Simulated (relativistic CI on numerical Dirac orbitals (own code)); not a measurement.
Calculated at this level of theory: Dirac-Coulomb-Breit CI, separate exchange-only KLI orbitals for each configuration, model QED (radiative potential, 1s self-energy scaled to tabulated hydrogen-like ionisation energies), unscaled Slater integrals (own radial code, finite nucleus).

The strongest absorption lines from the ground level of an ion, among the configurations computed and to levels below about 598 eV (vacuum wavelength in Å, gf): 38.676 (0.19), 41.701 (0.45), 87.645 (4.5), 109.60 (0.54), 130.16 (4e-05).

(1) Which ion is it?
A. Ce24+
B. Nd24+
C. Ce20+
D. Ce22+

Results:

(1) D. Ce22+ has 36 electrons and the ground level 4s²4p⁶ ¹S0; the strongest line goes to 4s²4p⁵4d ¹P°1. The pattern of lines fixes the number of electrons, and along that sequence the line energies rise steadily with the charge (about as its square where n changes within one kind of shell, about linearly where n is kept but much faster in heavy ions where fine structure, which grows about as Z⁴, sets the gap, and irregularly where shells cross), which fixes Z. Configurations outside the model, such as inner-shell arrays, can give stronger lines. At this charge energies of transitions that change n are usually good to better than 1 %, and those within a shell (Δn = 0) to a few per cent.

LS names give the leading component of a level, which can be under half, so a name can repeat, a term be missing and a line seem to break the LS rules.
